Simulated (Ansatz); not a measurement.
**Breaking a bond in AgF (SMILES [F][Ag])**

AgF: 2 atoms, total charge 0, spin state singlet. SMILES: `[F][Ag]`. The coordinates come from a PBE0-D4/def2-TZVP relaxation.

```xyz
2

F     0.8600   -0.3343    0.4256
Ag   -0.8305    0.2741   -0.4215
```

The F1–Ag2 distance is scanned; the parts on either side stay rigid. Basis STO-3G, 15 core orbitals frozen in the correlated methods; program Ansatz 0.2.0. FCI is exact within this basis and core. Energies in eV from each method's value at 1.986 Å; methods without a U are spin-restricted. The shape above is that at 1.986 Å.

```json
{"distance (Å)": "1.986", "SVWN5": "0.00", "PBE": "0.00", "BLYP": "0.00", "PBE0": "0.00", "BHLYP": "0.00", "CAM-B3LYP": "0.00", "HSE06": "0.00", "FCI": "0.00"}
{"distance (Å)": "2.483", "SVWN5": "3.08", "PBE": "2.83", "BLYP": "2.85", "PBE0": "2.90", "BHLYP": "2.97", "CAM-B3LYP": "3.04", "HSE06": "2.89", "FCI": "1.33"}
{"distance (Å)": "3.973", "SVWN5": "6.41", "PBE": "6.02", "BLYP": "5.99", "PBE0": "6.71", "BHLYP": "7.49", "CAM-B3LYP": "7.49", "HSE06": "6.65", "FCI": "1.69"}
{"distance (Å)": "4.966", "SVWN5": "6.51", "PBE": "6.12", "BLYP": "6.08", "PBE0": "6.94", "BHLYP": "7.89", "CAM-B3LYP": "7.90", "HSE06": "6.84", "FCI": "1.70"}
```

Departure from the FCI curve at its largest: SVWN5 +4.82 eV at 4.97 Å; PBE +4.42 eV at 4.97 Å; BLYP +4.39 eV at 4.97 Å; PBE0 +5.24 eV at 4.97 Å; BHLYP +6.19 eV at 4.97 Å; CAM-B3LYP +6.21 eV at 4.97 Å; HSE06 +5.14 eV at 4.97 Å. Restricted functionals keep the electrons paired too, and rise too high.
